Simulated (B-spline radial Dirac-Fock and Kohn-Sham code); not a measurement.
Z = 14 (silicon), transition energy 14.1 keV. Model: a Dirac-Hartree-Slater potential of the neutral atom with a Latter tail (no hole, which puts coefficients of high multipoles low close above an edge), finite nucleus with surface currents. Program: a radial atomic solver. Subshells that would emit electrons below 1 keV are left out.

Task: A pure transition shows α(K) = 734000, L1/L2 = 0.609 and L1/L3 = 0.329. What is its multipolarity?
A. E1
B. E3
C. E4
D. M3
E. M1
F. M4
G. E2
H. M2

Result: C. For comparison, α(K), L1/L2, L1/L3 are E1 3.98, 29.9, 15.5; E2 259, 6.44, 3.42; E3 14000, 1.67, 0.900; M1 0.688, 29.2, 59.4; M2 45.0, 14.8, 11.0; M3 2670, 8.97, 3.14; M4 158000, 6.17, 1.46.

Values without a named source are computed, but for edge energies of neutral atoms, which are taken from tables.
